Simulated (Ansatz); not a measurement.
Basis-set extrapolation for C$_{3}$H$_{9}$BS (`CCBSC`) (PBE0-D4/def2-TZVP geometry, frozen core, the Gaussian-basis code of Ansatz). Multiplicity 1, RHF reference.

```csv
,def2-TZVPP,def2-QZVPP
HF,-541.150150,-541.168144
MP2 correlation,-0.810488,-0.865576
CCSD(T) correlation,-0.909227,not run
```

Energies in hartree. Use E(X) = E(∞) + A·exp(−7.88·√X) for Hartree–Fock and E(X) = E(∞) + B·X^(−2.97) for correlation, with X = 3 and 4, and add CCSD(T) minus MP2 of the smaller set to the MP2 limit.

Problem. What is the CCSD(T) energy at the basis-set limit?

Solution. HF limit: -541.168144 + (-0.017994) × 0.13774 = -541.17062. MP2 limit: -0.865576 + (-0.055088) × 0.74074 = -0.90638. Higher-order term: -0.909227 − (-0.810488) = -0.09874. Total: -542.17574 hartree, 73.0 kcal/mol below CCSD(T)/def2-TZVPP.
